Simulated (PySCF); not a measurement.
## UHF on Ar²⁺ (argon, charge +2)

Configuration: [Ne] 3s1 3p4 3d1, one real determinant (an excited configuration). Calculation: PySCF 2.14, in dyall-av2z (13s9p2d, 50 functions); no relativity, point nucleus.

- Total energy: -524.028514 hartree
- One-electron energy: -705.5667 hartree
- Hartree (Coulomb) energy: 210.9511 hartree
- Exchange energy: -29.4130 hartree
- Kinetic energy: 523.85344 hartree
- ⟨S²⟩: 6.0031
- ⟨L²⟩: 8.005
- Sum of ⟨r⟩: 12.30 bohr
- Sum of ⟨r²⟩: 17.53 bohr²
- Traceless quadrupole moment −½Σ⟨3z² − r²⟩ along its main axis: 0.251 e·bohr²
- Density at the nucleus (Gaussians lack the cusp): 3750 bohr⁻³
- Spin density at the nucleus: 17.5 bohr⁻³
- Langevin diamagnetic susceptibility: -13.9 ×10⁻⁶ cm³/mol

```csv
shell,electrons,mean orbital energy (hartree),spread (hartree),"rms radius, mean of both spins (bohr)"
1s α,1,-120.02124,0,0.0998
1s β,1,-119.95365,0,0.0998
2s α,1,-13.65833,0,0.448
2s β,1,-13.56857,0,0.448
2p α,3,-10.92318,0.02740,0.416
2p β,3,-10.83696,0.03557,0.416
3s α,1,-2.50495,0,1.41
3p α,3,-1.76471,0.10687,1.56
3p β,1,-1.45337,0,1.56
3d α,1,-0.75565,0,2.09
```

⟨L²⟩ = 8.01 against 12 for a pure F term, so this real determinant mixes terms. The outer electron is Rydberg-like, and this basis confines it to a smaller radius and binds it less than a complete one would.

Spin-orbit constants ζ (cm⁻¹) from the X2C one-electron operator on these orbitals (non-relativistic here): bare nucleus, nucleus screened by l(l+1)(2l+1)/3 electrons, and screened by the Breit-Pauli mean field of the electrons.

```csv
shell,bare,screened nucleus,mean field
2p,12920,11490,10820
3p,1264,1124,1049
3d,31.55,14.02,7.220
```

To first order the Landé constant is A = -86.21 cm⁻¹, so the lowest level has J = 5 and lies 0.0641 eV below the centre of the term. This holds in LS coupling only.
